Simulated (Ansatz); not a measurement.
Reaction (cleavage of the Si–Si bond): `N[SiH](F)[SiH2]O` + `N[SiH](N)Cl` → `N[Si@H](F)N[Si@@H](N)Cl` + `O[SiH3]`

Computed with Ansatz on PBE0-D4/def2-TZVP structures; ΔE is electronic, products minus reactants. CCSD(T)/CBS adds triple-zeta CCSD(T) − MP2 to the extrapolated MP2 energy (def2 sets, frozen cores). Each species was taken in one conformer, which may not be the lowest.

```json
{"level": "SCS-MP2/def2-TZVPP", "ΔE (kJ/mol)": "-106.1"}
{"level": "HF/CBS(def2)", "ΔE (kJ/mol)": "-112.4"}
```

Q: What does CCSD(T)/CBS give? (An estimate is asked.)

A: Computed: -96.7 kJ/mol. The listed levels differ from it by -9.4, -15.7 kJ/mol.

Largest T1 diagnostic among the species: 0.012.

From PBE to PBE0 (25 % exact exchange), in def2-TZVPP and without D4, ΔE moves by −10.9 kJ/mol. In def2-TZVPP, CCSD(T) changes the Hartree–Fock value by +11.9 kJ/mol (the triples alone add +1.7 kJ/mol) and MP2 by +5.2 kJ/mol.
